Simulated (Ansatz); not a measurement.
Relaxation of Cl$_{2}$GaH$_{3}$ (6 atoms, charge 0, multiplicity 1), to a largest force component of 0.03 eV/Å in at most 50 steps.

All numbers below come from RKS PBE-D4/def2-SVP in Ansatz 0.2.0.

```xyz
6
Properties=species:S:1:pos:R:3
Ga 0.101 -0.587 -0.409
H 0.059 0.112 2.270
Cl 1.963 0.304 -1.018
H -1.310 0.036 -0.645
Cl 0.358 -2.596 0.492
H 0.162 -0.580 2.084
```

Question: Where does it end, and by what steps?

Answer: The run converged. The force dipped under the threshold on the way, but the program's further checks kept it going. After 9 steps the energy has fallen by 0.111 eV; Cl5 moved furthest, 0.34 Å.

| step | energy less start (eV) | largest force component (eV/Å) | accepted |
| --- | --- | --- | --- |
| 0 | 0.0000 | 1.860 | yes |
| 1 | -0.0936 | 0.319 | yes |
| 2 | -0.0989 | 0.272 | yes |
| 3 | -0.1054 | 0.076 | yes |
| 4 | -0.1081 | 0.041 | yes |
| 5 | -0.1097 | 0.103 | yes |
| 6 | -0.1102 | 0.054 | yes |
| 7 | -0.1107 | 0.018 | yes |
| 8 | -0.1103 | 0.183 | no |
| 9 | -0.1109 | 0.030 | yes |

```xyz
6
Properties=species:S:1:pos:R:3
Ga 0.100 -0.695 -0.357
H 0.180 0.297 2.084
Cl 1.929 0.345 -0.831
H -1.300 -0.032 -0.529
Cl 0.335 -2.768 0.202
H 0.090 -0.460 2.206
```

Whether the end is a true minimum wasn't checked by a vibrational analysis.

Time of the run: 25 s on 1 thread of Arm Neoverse V1 (shared host), peak memory 0.12 GiB.
